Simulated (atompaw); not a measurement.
# iodine (I): PAW (atompaw) pseudisation with PBEsol, scalar-relativistic reference atom.

| Quantity | Value |
| --- | --- |
| Element | I |
| Generator | atompaw 4.2.0.5 |
| Type | PAW |
| Functional | PBEsol |
| Relativity | scalar-relativistic |
| Frozen core | [Kr] |
| Valence charge | 17 |
| Reference configuration | 4d10 5s2 5p5 |
| Partial waves | 5s (bound): rc 1.65 bohr; 5s channel at -0.45 Ry: rc 1.65 bohr; 5p (bound): rc 1.60 bohr; 5p channel at 0.05 Ry: rc 1.65 bohr; 4d (bound): rc 1.65 bohr; 4d channel at -3.3 Ry: rc 1.40 bohr |
| Local potential | bessel scheme, radius 1.50 bohr |
| Core correction | smooth core density matched at 0.95 bohr |
| Augmentation charge | sinc compensation charge, radius 1.25 bohr; PAW radius 1.65 bohr; waves and projectors: custom polynom vanderbiltortho |

All-electron outer shells of the reference configuration (PBEsol, scalar-relativistic, ld1.x):

```json
{"shell": "4s", "level (eV)": "-180.33", "outermost node (bohr)": "0.37", "outermost maximum (bohr)": "0.68"}
{"shell": "4p", "level (eV)": "-127.38", "outermost node (bohr)": "0.37", "outermost maximum (bohr)": "0.72"}
{"shell": "4d", "level (eV)": "-50.21", "outermost node (bohr)": "0.35", "outermost maximum (bohr)": "0.78"}
{"shell": "5s", "level (eV)": "-17.45", "outermost node (bohr)": "0.88", "outermost maximum (bohr)": "1.70"}
{"shell": "5p", "level (eV)": "-7.10", "outermost node (bohr)": "0.96", "outermost maximum (bohr)": "2.02"}
```

Q: Does the generator finish with these settings?

A: Yes, a potential is produced.

Q: Estimate the cutoffs (Ry, on a coarse ladder) from which the occupation-weighted sum of valence levels, in a spherical-Bessel basis at the reference potential, stays within 10 and 1 mRy of its value at 400 Ry.

A: 60 Ry and 100 Ry.

Q: Does the potential have ghost states?

A: Ghost states, extra bound levels that the all-electron valence spectrum of the same l lacks: s at -399.6 eV, p at -54.0 eV. A true bound ghost makes a file unfit for plane-wave use.

Q: Is the overlap operator S = 1 + Σ q|β⟩⟨β| positive definite (Bessel basis up to 400 Ry)?

A: Yes: its lowest eigenvalue is 0.09 (d channel).

Q: Which valence shell sets the plane-wave cutoff?

A: 4d: its level needs 60 Ry to come within 1 mRy, against 30 Ry for 5s.
